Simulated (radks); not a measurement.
Charge is removed step by step from the 5p down level of Dy2+, starting from [Kr] 4d10 4f10 5s2 5p(up 3, down 3). Method: scalar-relativistic Kohn-Sham, BLYP, spin-polarised, spherical densities, point nucleus; open shells are filled with parallel spins first (spin-orbit coupling, left out, can overturn this in heavy ions); computed with a radial shooting solver on a logarithmic mesh with Libxc functionals.

| removed (e) | E - E(0) (eV) | eigenvalue (eV) | E minus straight line (eV) |
|---|---|---|---|
| 0 | 0.000 | -38.562 | 0.000 |
| 0.25 | 10.017 | -41.654 | -1.182 |
| 0.5 | 20.814 | -44.799 | -1.583 |
| 0.75 | 32.403 | -47.991 | -1.193 |
| 1 | 44.795 | -51.226 | 0.000 |

Removing the whole electron costs 44.795 eV by Delta-SCF, against 38.562 eV from minus the eigenvalue at the starting occupation. Slater's transition state (half an electron removed) gives 44.799 eV. Integrating minus the eigenvalue over the occupation (Janak's theorem) gives 44.831 eV. In this scalar-relativistic scheme the density is built from large components alone, so the theorem holds only approximately. The mean slope of the eigenvalue, de/dn, is 12.7 eV per electron.
